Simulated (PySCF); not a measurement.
An unknown shows these calculated signals:

$^{1}$H NMR (400 MHz, computed): δ 6.65 (s, 1H), 4.30 (s, 3H), 2.87 (sept, 1H), 1.20 (d, 6H).

$^{13}$C{$^{1}$H} NMR (computed): δ 201.3 (C), 181.1 (C), 136.6 (CH), 41.8 (CH), 23.5 (CH3).

[PySCF 2.14: coordinates at the GFN2-xTB level; shieldings: GIAO PBE0/pcSseg-1; no relativistic terms; a single conformation; no solvent; equivalent nuclei averaged]

References, each an isolated molecule treated in the same way: TMS for $^{1}$H and $^{13}$C.

Task: Which of these does the molecule contain: a three-membered ring, a non-aromatic C=C double bond, a Si–H bond, a benzene ring, an OH group, a (CH3)2CH unit?

Result: 
- A three-membered ring: no.
- A non-aromatic C=C double bond: yes.
- A Si–H bond: yes (δH 4.30 (s)).
- A benzene ring: no.
- An OH group: no.
- A (CH3)2CH unit: yes (δC 23.5, 41.8; δH 1.20 (d), 2.87 (sept)).

The data belong to `CC(C)/C([SiH3])=C/C(=O)Cl`, C6H11ClOSi; they needn't prove each group on their own.

Carbon signals by region: 2 in the far downfield region (above 160 ppm), 1 in the sp2 and nitrile region (100–160 ppm), 2 below 50 ppm. Above 160 ppm: 201.3, β carbon of a C=C–C=O unit, 181.1, carbonyl carbon.

Carbons that carry Cl, above all several Cl atoms, come out too deshielded, partly because spin–orbit coupling is missing. Shifts are as computed. Against solution values, carbons near 30 ppm lie about +3 ppm off and those near 130 ppm about +5 ppm; carbons on Cl a further +6 ppm. Of 1211 compounds with measured shifts, 218 miss one by over three times the rms of a fit or turn the order of signals round; such compounds aren't used in these exercises. No couplings were computed; multiplicities are counted from neighbouring protons, with m where these are inequivalent, close in shift, in a saturated or five-membered ring or joined by F or P, and br s for small geminal =CH2 splittings.
